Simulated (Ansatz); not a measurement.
System (SMILES): [Si]Br (Si-Br), doublet.
Atoms: Si1, Br2. Bonds: Si1-Br2.

Basis-set convergence of the highest harmonic wavenumber at CCSD(T) with Ansatz (a program for electronic structure). Each level at its own minimum, finite differences of forces, unscaled; the reference is a large set that could be run, not a limit. All functions are spherical. Cores are frozen (with 3d on Ga to Br). Open shells are unrestricted. No added dispersion term, no relativity. Reference: the value in aug-cc-pV(T+d)Z, 416 cm⁻¹, itself unsure by roughly 2 cm⁻¹ (its distance from def2-TZVPPD). Deviations are taken from unrounded values.

| basis | functions | highest harmonic wavenumber (cm⁻¹) |
|---|---|---|
| cc-pV(D+d)Z | 50 | 415 |
| aug-cc-pV(D+d)Z | 68 | 399 |
| cc-pV(T+d)Z | 82 | 421 |
| aug-cc-pV(T+d)Z | 114 | 416 |
| def2-TZVPP | 90 | 421 |
| def2-TZVPPD | 105 | 418 |

What the diffuse functions change, pair by pair:
- cc-pV(D+d)Z to aug-cc-pV(D+d)Z: 18 more functions, deviation -1 to -17 cm⁻¹
- cc-pV(T+d)Z to aug-cc-pV(T+d)Z: 32 more functions, deviation 5 to 0 cm⁻¹
- def2-TZVPP to def2-TZVPPD: 15 more functions, deviation 5 to 2 cm⁻¹

Leaving out the reference's own pair, they bring the value nearer the reference by more than 2 cm⁻¹ in 1 of 2 pairs.
